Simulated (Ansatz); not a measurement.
A run for Ansatz (a first-principles code): R-PBE/def2-TZVPP on H2O (SMILES O).

Ansatz 0.2 input:
```yaml
crystal:
  periodic: [false, false, false]
  atoms:
    - {symbol: O, position_ang: [-0.00000000, 0.00000000, 0.38961139]}
    - {symbol: H, position_ang: [0.00000000, 0.76498632, -0.19485569]}
    - {symbol: H, position_ang: [0.00000000, -0.76498632, -0.19485569]}
basis:
  gaussian:
    orbitals: def2-TZVPP
hamiltonian:
  xc: {name: PBE}
scf: {lower_state_search: off}
```

It printed:

```
WARN ansatz: RAYON_NUM_THREADS=4 ignored (pool sized by the plan → 4); use --threads N
Functional definition: PBE
these checks for a lower state are left out or cut short: stability, starts, cluster_reference, orbital_swaps, neighbouring_geometries, increment
integrals: 0.00 GiB planned
269 factors; their error is unknown
mean field: 0.10 GiB planned
mean field evaluation 1: about -2072.9456 eV, gradient 5.9e1 eV
mean field evaluation 2: about -2055.1499 eV, gradient 1.1e2 eV
mean field evaluation 4: about -2078.4095 eV, gradient 7.8e-1 eV
mean field evaluation 8: about -2078.4096 eV, gradient 1.9e-1 eV
mean field -2078.40967432 eV, -76.3801467347 hartree, gradient 3.2e-6 eV, S^2 0.000000; 0 other end points of the search recorded, 0 dependent functions left out
reference -2078.40969487 eV, -76.3801474897 hartree; 5, 5 occupied and 54, 54 virtual orbitals, 269 factors
Total energy: -2078.40969487 eV, -76.3801474897 hartree
Checks for a lower state left out: stability, starts, cluster_reference, orbital_swaps, neighbouring_geometries, increment
```

The calculation finished and met its thresholds.

Cost: around 0.3 core-seconds (rough).
